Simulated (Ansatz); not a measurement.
`F[SiH](F)[Si](Cl)(Cl)Cl` → `F[SiH](F)Cl` + `Cl[Si]Cl` at 500 K and 1 bar (silylene loss).

Computed with Ansatz on PBE0-D4/def2-TZVP structures; ΔE is electronic, products minus reactants. CBS: MP2 limit from def2 TZ/QZ plus the TZ coupled-cluster correction, frozen cores. This one scheme is used for every species. One conformer a species, not always the lowest.

```json
{"species": "`F[SiH](F)[Si](Cl)(Cl)Cl`", "CCSD(T)/CBS energy (Eh)": "-2157.97114", "H − E (kJ/mol)": "112.9", "S (J/(mol·K))": "504.5"}
{"species": "`F[SiH](F)Cl`", "CCSD(T)/CBS energy (Eh)": "-949.23245", "H − E (kJ/mol)": "73.8", "S (J/(mol·K))": "338.6"}
{"species": "`Cl[Si]Cl`", "CCSD(T)/CBS energy (Eh)": "-1208.69388", "H − E (kJ/mol)": "30.7", "S (J/(mol·K))": "309.5"}
```

H − E and S are ideal-gas, rigid-rotor, harmonic terms from PBE0-D4/def2-TZVP, for one conformer and one mirror image of each species. 1 Eh = 2625.50 kJ/mol, R = 8.31446 J/(mol·K).

By hand: ΔE, ΔH, ΔS and ΔG.

ΔE = (-949.23245) + (-1208.69388) − (-2157.97114) = 0.04481 Eh = 117.6 kJ/mol. Δ(H − E) = 73.8 + 30.7 − 112.9 = -8.4, so ΔH = 109.2 kJ/mol. ΔS = 338.6 + 309.5 − 504.5 = 143.6 J/(mol·K). ΔG = 109.2 − 500 × (143.6)/1000 = 37.4 kJ/mol.

By hand: the equilibrium constant, and the temperature at which ΔG would vanish if ΔH and ΔS stayed fixed.

log₁₀ K = −ΔG/(RT ln 10) = -3.9. ΔG = 0 at ΔH/ΔS = 760 K.

The number of gas molecules changes by +1, which sets the sign of ΔS. A doubt of 5 kJ/mol in ΔE shifts log₁₀ K by 0.5 here. Other conformers and mirror images would add mixing entropy, several J/(mol·K) or more a flexible species. Modes under 60 cm⁻¹, often nearly free rotors, make the harmonic entropy too high. These are equilibria of isolated gas molecules and say nothing of rates. Largest T1 diagnostic: 0.013 (customary marks: 0.02 for closed shells, 0.045 for open ones).
